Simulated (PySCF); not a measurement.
## Orbital picture of SbTe⁺

PBE0 at R = 2.451 Å; basis Sb def2-TZVPPD with ECP28, Te def2-TZVPPD with ECP28; scalar-relativistic core potentials; PySCF 2.14. State: ¹Σ⁺ (singlet), closed shell. Only the outer orbitals are listed, counted within each symmetry, core potentials removing the inner ones.

```json
{"orbital": "7σ", "occ.": "2", "ε (eV)": "-24.23", "on Sb (%)": "30", "main shells (%)": "66 Te s, 26 Sb s"}
{"orbital": "8σ", "occ.": "2", "ε (eV)": "-19.87", "on Sb (%)": "65", "main shells (%)": "66 Sb s, 31 Te s"}
{"orbital": "9σ", "occ.": "2", "ε (eV)": "-13.99", "on Sb (%)": "49", "main shells (%)": "48 Te p, 41 Sb p"}
{"orbital": "5π", "occ.": "2", "ε (eV)": "-13.30", "on Sb (%)": "36", "main shells (%)": "62 Te p, 34 Sb p"}
{"orbital": "5π", "occ.": "2", "ε (eV)": "-13.30", "on Sb (%)": "36", "main shells (%)": "62 Te p, 34 Sb p"}
{"orbital": "6π", "occ.": "0", "ε (eV)": "-9.23", "on Sb (%)": "64", "main shells (%)": "64 Sb p, 35 Te p"}
{"orbital": "6π", "occ.": "0", "ε (eV)": "-9.23", "on Sb (%)": "64", "main shells (%)": "64 Sb p, 35 Te p"}
{"orbital": "10σ", "occ.": "0", "ε (eV)": "-5.70", "on Sb (%)": "56", "main shells (%)": "44 Sb p, 34 Te p, 9 Sb d"}
```

**Question.** Which are the highest filled and the lowest empty level, where do they sit, and how wide is the gap?

**Answer.** Highest filled 5π at -13.30 eV (in %: 62 Te p, 34 Sb p); lowest empty 6π at -9.23 eV (in %: 64 Sb p, 35 Te p); the gap at PBE0 is 4.07 eV.

```json
{
  "bond order (Mayer)": "2.63",
  "⟨S²⟩": "0.000",
  "charge on Sb (Mulliken, basis-dependent)": "0.68",
  "charge on Sb (Löwdin, basis-dependent)": "0.58",
  "dipole moment (positive dipole points towards Te; it is taken about the centre of mass and depends on that origin)": "-1.68 D",
  "polarisability along the bond": "101.5 bohr³",
  "polarisability across the bond": "48.5 bohr³"
}
```

Spin–orbit coupling is left out.
